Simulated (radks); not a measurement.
Values are calculated unless marked as measured or tabulated.
Q: Cl, configuration [Ne] 3s2 3p5. Code: a radial shooting solver on a logarithmic mesh with Libxc functionals. Model: scalar-relativistic Kohn-Sham, PBE, spin-unpolarised, spherical densities, finite nucleus; Fermi nuclear charge, rms radius 3.3654 fm. Some entries of the table are withheld. Estimate them.

| orbital | occ. | eigenvalue (hartree) | <1/r> (bohr^-1) | <r> (bohr) |
|---|---|---|---|---|
| 1s | 2 | -101.1085 | 16.68 | 0.09097 |
| 2s | 2 | -9.28643 | 3.308 | 0.4442 |
| 2p | 6 | (1) | 3.206 | 0.4069 |
| 3s | 2 | (2) | (3) | 1.536 |
| 3p | 5 | -0.31587 | 0.7449 | (4) |

A: 
(1) 2p eigenvalue (hartree): -7.04225
(2) 3s eigenvalue (hartree): -0.76042
(3) 3s <1/r> (bohr^-1): 0.9010
(4) 3p <r> (bohr): 1.844
